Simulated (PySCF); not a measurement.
An unknown shows these calculated signals:

¹H NMR (300 MHz, computed): δ 4.98 (br, 1H), 4.60 (br s, 1H), 3.10 (m, 2H), 1.65 (m, 2H), 1.59 (m, 2H), 0.98 (m, 2H).

¹³C{¹H} NMR (computed): δ 46.9 (CH2), 31.6 (CH2), 25.1 (CH2), 18.4 (CH2).

- geometry: PBE0-D3(BJ)/def2-TZVP
- σ from GIAO-B97-2/pcSseg-2
- run in PySCF 2.14.0 with density-fitted response routines
- no relativistic terms, one computed conformer, one averaged value for each set of equivalent atoms, no solvent model

Referencing at the same level of theory: ¹H (31.64 ppm), ¹³C (185.38 ppm) against TMS.

**Question.** Which of these does the molecule contain: an ester, an NH or NH2 group, a benzene ring, a CF3 group?

**Answer.** 
- An ester: no.
- An NH or NH2 group: yes (δH 4.60 (br s)).
- A benzene ring: no.
- A CF3 group: no.

The data belong to `B1CCCCN1`, C₄H₁₀BN; they needn't prove each group on their own.

Carbon signals by region: 4 below 50 ppm.

OH and NH positions are those of a molecule without intermolecular hydrogen bonds; in solution they move with solvent, concentration and temperature, and exchange usually removes their couplings. Hydrogens on boron are broadened and split by ¹¹B (spin 3/2, 80 %) and 10B (spin 3). A carbon bonded to boron is broadened by the quadrupolar boron nucleus and is often missing from a measured spectrum. Shifts are as computed. Against solution values, carbons near 30 ppm lie about +3 ppm off and those near 130 ppm about +7 ppm. Of 1211 compounds with measured shifts, 218 miss one by over three times the rms of a fit or turn the order of signals round; such compounds aren't used in these exercises. Multiplicities follow the n + 1 count of equivalent neighbours, as no J values were calculated; m marks all less simple cases, F and P coupling included.
